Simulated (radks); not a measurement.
Results of a calculation; reference values are marked as such.
Problem. Excited configurations of the hafnium ion Hf+: one electron is placed in a higher orbital outside [Xe] 4f14 5d2. The ground configuration is [Xe] 4f14 5d1 6s2. Code: a radial shooting solver on a logarithmic mesh with Libxc functionals. Model: Dirac Kohn-Sham, PBE, spin-unpolarised, spherical densities, finite nucleus; open shells fill j = l - 1/2 first; Fermi nuclear charge, rms radius 5.347 fm. Excitation = E - E(ground); binding = E(ion) - E, where the ion is the core of charge +2; n* = 2/sqrt(2 binding) in atomic units, and the quantum defect is n - n*.

| outer orbital | excitation (eV) | binding (eV) | n* | quantum defect | eigenvalue (eV) | <r> (bohr) |
|---|---|---|---|---|---|---|
| 5f5/2 | 11.740 | 3.562 | 3.909 | 1.091 | -2.497 | 8.483 |
| 6s1/2 | 1.204 | 14.097 | 1.965 | 4.035 | -10.892 | 3.213 |
| 6d3/2 | 10.212 | 5.090 | 3.270 | 2.730 | -3.759 | 6.850 |
| 6f5/2 | 12.875 | 2.427 | 4.736 | 1.264 | -1.816 | 14.43 |
| 7s1/2 | 9.187 | 6.115 | 2.983 | 4.017 | -4.822 | 6.954 |
| 7p1/2 | 10.404 | 4.898 | 3.333 | 3.667 | -3.827 | 8.259 |
| 7f5/2 | 13.572 | 1.730 | 5.609 | 1.391 | -1.352 | 21.77 |

Estimate the row for 6p1/2.

Solution. excitation (eV) 5.379; binding (eV) 9.923; n* 2.342; quantum defect 3.658; eigenvalue (eV) -7.355; <r> (bohr) 3.965. The Delta-SCF ionisation energy is 15.302 eV (NIST Atomic Spectra Database: 14.61 eV, theoretical). Self-interaction in the functional shifts the binding energies and quantum defects, so they are the method's values and not measured ones. Spin polarisation and multiplet splitting are left out, so open shells lie too high by an amount that depends on their filling.

Beside tabulated values, note that spin-unpolarised runs miss the spin-polarisation part of the exchange energy of open shells.
